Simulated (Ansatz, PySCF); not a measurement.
Reaction R1 → P1, each structure at its B3LYP-D3(BJ)/def2-TZVP stationary point, reached from a drawn start; harmonic modes at that level show minima.
P1, HNSi (SMILES N#[SiH]) (charge 0, multiplicity 1):
```xyz
3

H      0.0000     0.0000    -1.5086
Si     0.0000     0.0000    -0.0257
N      0.0000     0.0000     1.5343
```
R1, HNSi (SMILES [NH+]#[Si-]) (charge 0, multiplicity 1):
```tsv
atom	x (Å)	y (Å)	z (Å)
H	0.0000	0.0000	-1.1832
N	0.0000	0.0000	-0.1831
Si	0.0000	0.0000	1.3664
```

P less R. No zero-point or thermal terms.

Frozen-core correlation throughout. CBS(a, b) extrapolates the correlation energy as X⁻³ and adds the Hartree–Fock energy of set b.

Codes used: Ansatz (a first-principles code) with Gaussian orbitals; PySCF for the D3/D4 terms. All values are computed, each at the level named.

PBE/def2-TZVPP gives 66.27 kcal/mol for the reaction energy.

Question: How do the other levels lie against it? Give each less PBE: PBE-D3(BJ)/def2-TZVPP, r2SCAN/def2-TZVPP, PBE0/def2-TZVPP, wB97M-V/def2-TZVPP, B2PLYP/def2-TZVPP, MP2/CBS(cc-pV(T+d)Z, cc-pV(Q+d)Z), CCSD(T)/CBS(cc-pV(T+d)Z, cc-pV(Q+d)Z).

Answer: PBE-D3(BJ)/def2-TZVPP 0.03; r2SCAN/def2-TZVPP 2.90; PBE0/def2-TZVPP 7.83; wB97M-V/def2-TZVPP 11.99; B2PLYP/def2-TZVPP 0.75; MP2/CBS(cc-pV(T+d)Z, cc-pV(Q+d)Z) -3.45; CCSD(T)/CBS(cc-pV(T+d)Z, cc-pV(Q+d)Z) 1.98 kcal/mol. 6 of 7 lie above PBE; the widest gap is to wB97M-V/def2-TZVPP.
